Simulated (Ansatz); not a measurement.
```xyz
13

C     1.804   -0.319    0.495
O     1.026    0.044   -0.615
B    -0.341    0.169   -0.524
C    -1.130   -0.084    0.817
N    -0.998    0.538   -1.710
H     1.716    0.407    1.311
H     1.529   -1.306    0.882
H     2.848   -0.353    0.178
H    -2.207    0.061    0.708
H    -0.786    0.586    1.612
H    -0.970   -1.102    1.186
H    -1.991    0.660   -1.771
H    -0.501    0.699   -2.569
```

The species carries charge 0 and has multiplicity 1.

Q: List the r2SCAN/def2-TZVPP orbital energies in eV (Ansatz). (Best estimate.)

A: Computed: Occupied: -515.49, -384.61, -274.07, -272.09, -180.21, -26.67, -22.21, -17.82, -17.66, -13.30, -12.53, -11.81, -11.32, -10.63, -9.77, -9.50, -8.85, -7.70, -7.12, -6.13. Lowest empty: 0.93, 1.30, 1.80, 2.60, 2.73, 2.74, 2.99, 3.58.
